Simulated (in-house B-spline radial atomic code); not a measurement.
# One electron outside the [He] 2s2 2p6 core: Ag³⁶⁺

Computed with a B-spline radial code for spherical atoms, no-pair Dirac-Coulomb Hamiltonian, finite nucleus. Rungs: frozen-core Dirac-Hartree-Fock (DHF); Brueckner orbitals from the second-order correlation potential; the same with the Coulomb interaction screened by the core and the hole-particle interaction summed; Breit and QED terms from differences of relaxed Dirac-Fock atoms, where computed. Partial waves beyond l = 6 are extrapolated. The tables show a selection of states; those near core-excited levels, with erratic corrections or far from their DHF start are never shown.

Command:
```bash
python run_mb.py task.json out
```
Settings (nuclear radius in fm, box in bohr, cutoff in hartree):
```
basis_form          2
Z                   47
core_configuration  [He] 2s2 2p6
rms_radius          4.5454
mass_number         107
speed_of_light      137.036
box_radius          5.708
lmax                6
intervals           60
virtual_cutoff      4418.0
```

Run time, properties included: 33 s on 1 thread of Arm Neoverse V1, on a shared host.

Removal energies (eV):

```json
{"state": "3s1/2", "DHF": "2373.18", "second order": "2374", "screened": "2374", "Breit + QED": "-2.08", "final": "2371.91"}
{"state": "3p1/2", "DHF": "2290.61", "second order": "2291.66", "screened": "2291.65", "Breit + QED": "-1.97", "final": "2289.68"}
{"state": "3p3/2", "DHF": "2244.76", "second order": "2245.74", "screened": "2245.73", "Breit + QED": "-1.28", "final": "2244.45"}
{"state": "3d3/2", "DHF": "2137.77", "second order": "2138.94", "screened": "2138.93", "Breit + QED": "-0.855", "final": "2138.07"}
{"state": "3d5/2", "DHF": "2127.6", "second order": "?", "screened": "?", "Breit + QED": "?", "final": "?"}
{"state": "4s1/2", "DHF": "1287.56", "second order": "1287.92", "screened": "1287.91", "Breit + QED": "-0.821", "final": "1287.09"}
{"state": "4p1/2", "DHF": "1253.57", "second order": "1254", "screened": "1254", "Breit + QED": "-0.78", "final": "1253.22"}
{"state": "4p3/2", "DHF": "1234.99", "second order": "1235.41", "screened": "1235.4", "Breit + QED": "-0.501", "final": "1234.9"}
{"state": "4d3/2", "DHF": "1194.65", "second order": "1195.05", "screened": "1195.04", "Breit + QED": "-0.314", "final": "1194.73"}
{"state": "4d5/2", "DHF": "1190.23", "second order": "1190.62", "screened": "1190.61", "Breit + QED": "-0.152", "final": "1190.46"}
{"state": "4f5/2", "DHF": "1169.22", "second order": "?", "screened": "?", "Breit + QED": "?", "final": "?"}
{"state": "4f7/2", "DHF": "1167.42", "second order": "1167.71", "screened": "1167.71", "Breit + QED": "-", "final": "-"}
{"state": "5s1/2", "DHF": "807.204", "second order": "807.369", "screened": "807.366", "Breit + QED": "-", "final": "-"}
{"state": "5p1/2", "DHF": "790.129", "second order": "790.331", "screened": "790.326", "Breit + QED": "-", "final": "-"}
```

**Question.** What does correlation do to 4f5/2?

**Answer.** It adds 0.2949 eV to the removal energy in second order and 0.2959 eV with screening, giving 1169.51 eV before Breit and QED terms, which weren't computed for this state.

**Question.** What does correlation do to 3d5/2?

**Answer.** It adds 1.11 eV to the removal energy in second order and 1.103 eV with screening; Breit and QED add -0.412 eV, for a final 2128.29 eV.

**Question.** How does the lowest state compare with the NIST ionisation energy?

**Answer.** 3s1/2 is bound by 2371.9 eV, without recoil; NIST lists 2371.99 ± 0.07 eV (semi-empirical), a difference of -0.078 eV.

Electric-dipole lines from 3s1/2 (reduced matrix elements in atomic units, length form, static core polarisation, sign of DHF taken positive):

```csv
upper,DHF,+ core polarisation,+ Brueckner,λ (nm),A (s⁻¹)
3p1/2,0.2518,0.2488,0.2487,15.078,1.83e+10
3p3/2,0.3616,0.3574,0.3573,9.7272,7.03e+10
```

**Question.** What radiative lifetime does 3d3/2 get from its electric-dipole decays?

**Answer.** The rates to lower computed states sum to 9.05e+10 s⁻¹, a lifetime of 0.0111 ns.

Magnetic hyperfine constants per unit nuclear g factor (MHz, nucleus as a uniformly magnetised ball; they apply to isotopes with nuclear spin):

```json
{"state": "3s1/2", "DHF": "885100", "+ core polarisation": "912800", "+ Brueckner": "914300"}
{"state": "3p1/2", "DHF": "277700", "+ core polarisation": "287400", "+ Brueckner": "287800"}
{"state": "3p3/2", "DHF": "45410", "+ core polarisation": "44200", "+ Brueckner": "44270"}
{"state": "4s1/2", "DHF": "355300", "+ core polarisation": "365200", "+ Brueckner": "365700"}
{"state": "4p1/2", "DHF": "112800", "+ core polarisation": "116100", "+ Brueckner": "116300"}
{"state": "4p3/2", "DHF": "18540", "+ core polarisation": "18000", "+ Brueckner": "18020"}
```
